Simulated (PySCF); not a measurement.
# Computed properties of CdHF, SMILES [F][CdH]

CdHF, SMILES [CdH][F]. The structure is a stationary point at B3LYP-D3(BJ)/def2-TZVPD. The def2 effective core potentials stand for the cores of Cd; spin–orbit coupling is left out. The values are those of a single conformer. All values are computed for the isolated molecule unless a solvent is named; none is compared with measurement here.

**Structure.** The optimised structure has C∞v symmetry. All 4 harmonic modes at B3LYP-D3(BJ)/def2-TZVPD (PySCF) are real, so it is a minimum.

**Vibrations.** The strongest infrared lines (harmonic, unscaled, degenerate partners summed) lie at 462 cm⁻¹ (128 km/mol, H 94 %), 1912 cm⁻¹ (69 km/mol, H 99 %), 559 cm⁻¹ (66 km/mol, F 86 %, Cd 14 %). The softest mode is at 462 cm⁻¹ and the zero-point energy is 4.9 kcal/mol.

**Electronic structure.** M06-2X/def2-TZVPD (PySCF) places the frontier levels at -10.48 and -0.38 eV, a gap of 10.10 eV, and gives a dipole moment of 2.86 D and a mean polarisability of 29.4 bohr³.

**Excitations.** TDA-ωB97X/def2-TZVPD (PySCF) has S1 at 7.34 eV (169 nm, f = 0.025, weak); the most intense of the 10 singlets computed lies at 7.86 eV (f = 0.48). Strengths of degenerate partners are summed. T1 (TDA) is at 6.46 eV, 0.88 eV under S1. No vertical singlet excitation falls in the visible range (under 3.1 eV).
